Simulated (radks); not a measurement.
Problem. Ru0.4+, 43.6 electrons, occupied as [Kr] 4d6.6 5s1 (fractional occupations, a model configuration). Method: Dirac Kohn-Sham, PBEsol, spin-unpolarised, spherical densities, finite nucleus; open shells are shared between the two j in proportion to 2j + 1; Fermi nuclear charge, rms radius 4.4809 fm; computed with a radial shooting solver on a logarithmic mesh with Libxc functionals. Some entries of the table are withheld. Estimate them.

| orbital | occ. | eigenvalue (eV) | r(max) (bohr) |
|---|---|---|---|
| 1s1/2 | 2 | -21916.37 | 0.02172 |
| 2s1/2 | 2 | -3154.276 | 0.1231 |
| 2p1/2 | 2 | -2915.480 | 0.09549 |
| 2p3/2 | 4 | -2784.679 | 0.09949 |
| 3s1/2 | 2 | -558.7058 | 0.3620 |
| 3p1/2 | 2 | -466.0624 | (1) |
| 3p3/2 | 4 | -443.8639 | (2) |
| 3d3/2 | 4 | -279.7162 | (3) |
| 3d5/2 | 6 | -275.3894 | (4) |
| 4s1/2 | 2 | -80.4251 | 0.9138 |
| 4p1/2 | 2 | -52.8082 | (5) |
| 4p3/2 | 4 | -49.3991 | (6) |
| 4d3/2 | 2.64 | -9.2268 | 1.201 |
| 4d5/2 | 3.96 | -8.8892 | 1.213 |
| 5s1/2 | 1 | -7.0953 | 2.635 |

Solution. 
(1) 3p1/2 r(max) (bohr): 0.3487
(2) 3p3/2 r(max) (bohr): 0.3583
(3) 3d3/2 r(max) (bohr): 0.2993
(4) 3d5/2 r(max) (bohr): 0.3021
(5) 4p1/2 r(max) (bohr): 0.9651
(6) 4p3/2 r(max) (bohr): 0.9900
